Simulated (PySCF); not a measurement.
Calculation: PBE-D3(BJ)/def2-TZVP // CAM-B3LYP-D3(BJ)/def2-TZVP (PySCF 2.14.0). All species are isolated molecules in the gas phase. One relaxed conformer stands for a flexible species; it need not be the lowest. Delta-SCF ions had no search for a lower state. 

Reference species (SMILES): `B/C(C#N)=C/C` (neutral, multiplicity 1).

```json
{
 "HOMO": "-7.28 eV",
 "vertical ionisation energy (Delta-SCF)": "10.25 eV",
 "HOMO–LUMO gap": "3.72 eV"
}
```

After one change: the HOMO drops by 0.41 eV; the vertical ionisation energy (Delta-SCF) goes up by 0.32 eV; the HOMO–LUMO gap rises by 0.50 eV.

What was changed between the two runs? The new species is one of these.
(A) `BC(=C)CC#N`
(B) `BC/C=C\C#N`
(C) `B/C(C)=C\C#N`
(D) `B/C=C(/C)C#N`

A, `BC(=C)CC#N`
